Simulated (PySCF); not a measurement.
Cd(OMe)(GeH3) (CH6CdGeO), SMILES C[O][Cd][GeH3].

The structure is a stationary point at r2SCAN-D4/def2-SVP. The def2 effective core potentials stand for the cores of Cd; spin–orbit coupling is left out. Other conformers were not sampled.

Method: PBE/def2-TZVP run with PySCF.

Isolated molecule, no solvent.

Computed frontier levels, gap, dipole moment and polarisability:
| Item | Result |
|---|---|
| highest occupied level | -5.44 eV |
| lowest empty level | -1.73 eV |
| orbital gap | 3.71 eV |
| dipole moment | 1.41 D |
| quadrupole, principal values (traceless, Buckingham form, about the centre of nuclear charge) | -9.23, 3.87, 5.37 D·Å |
| mean static polarisability | 89.9 bohr³ (13.33 Å³) |
| polarisability, principal values | 67.5, 68.1, 134.2 bohr³ |
